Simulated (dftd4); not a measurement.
H₂O₂, charge +1, doublet, at a GFN2-xTB geometry (a state made from the parent by changing its charge; the spin is typed, not shown lowest); D4 for b97d run with dftd4.

dftd4 was given this input:
```
$ dftd4 mol.xyz --func b97d --charge 1 --json dftd4.json --noedisp --property

# file mol.xyz
4

O      0.00029017     0.64522356    -0.01214168
O     -0.00029017    -0.64522356     0.01214168
H      0.94311055     0.99403527    -0.03396231
H     -0.94311055    -0.99403527     0.03396231
```

What the program printed (banner, timings and long lists left out):

```
                    ____  _____ _____     ____  _  _
      -------------|  _ \|  ___|_   _|---|  _ \| || |------------
     |             | | | | |_    | | ___ | | | | || |_           |
     |             | |_| |  _|   | ||___|| |_| |__   _|          |
     |             |____/|_|     |_|     |____/   |_|            |
     |             ===================================           |
     |            E. Caldeweyher, S. Ehlert & S. Grimme          |
     |          Mulliken Center for Theoretical Chemistry        |
     |                    University of Bonn                     |
      -----------------------------------------------------------

Rational (Becke-Johnson) damping: b97d-D4-ATM
---------------------
  s6         1.0000
  s8         1.6946
  s9         1.0000
  a1         0.2890
  a2         4.1341
 alp        16.0000
--------------------

Atomic data, radii in Ångström:
------------------------------------------------------
   Z          R(cov)      r4/r2   hardness         EN
------------------------------------------------------
   8 O        0.8400     1.3725     0.5869     3.4400
   1 H        0.4267     1.0622     0.4726     2.2000
------------------------------------------------------

Atomic reference systems (in atomic units):
----------------------------------------------------------------------------
   Z        #      CN     q+Z       C6(AA)   #      CN     q+Z       C6(AA)
----------------------------------------------------------------------------
   8 O      1  0.0000  8.0000      15.5711   2  0.8042  7.6453      20.8489
            3  1.6112  7.4012      24.8631   4  0.9798  8.0000      14.9880
   1 H      1  0.0000  1.0000       7.6362   2  0.8942  1.0000       3.0374
----------------------------------------------------------------------------

Atomic properties (in atomic units):
----------------------------------------------------------------------------
     #    Z              CN          q      C6(AA)        C8(AA)   alpha(0)
----------------------------------------------------------------------------
     1    8 O        1.7719     0.0475     13.7591      277.6667     5.0195
     2    8 O        1.7719     0.0475     13.7591      277.6667     5.0195
     3    1 H        0.7979     0.4525      0.3996        4.8302     0.9934
     4    1 H        0.7979     0.4525      0.3996        4.8302     0.9934
----------------------------------------------------------------------------

Molecular properties (in atomic units):
----------------------------------------
 molecular C6                  75.0531
 molecular C8                1417.6610
----------------------------------------

Dispersion energy:      -1.9734206775435E-03 Eh

[Info] JSON dump of results written to 'dftd4.json'
```
